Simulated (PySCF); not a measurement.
# Correlation energy of Co³⁺ (cobalt, charge +3)

[Ar] 3d6, high-spin 5D determinant. Computed with PySCF 2.14 in aug-cc-pwCVTZ-DK, with scalar relativity by spin-free X2C-1e. Frozen: [Ne]; 14 electrons correlated.

MP2 pair energies summed by pair of shells (mhartree):

| pair | energy | share (%) |
| --- | --- | --- |
| 3p-3d | -231.06 | 42.6 |
| 3d-3d | -130.28 | 24.0 |
| 3p-3p | -87.97 | 16.2 |
| 3s-3d | -45.24 | 8.3 |
| 3s-3p | -42.65 | 7.9 |
| 3s-3s | -5.68 | 1.0 |

Total MP2 correlation energy: -542.88 mhartree.

Same-spin part -178.09 and opposite-spin part -364.79 mhartree; SCS-MP2 scales them by 1/3 and 6/5 to -497.11 mhartree.
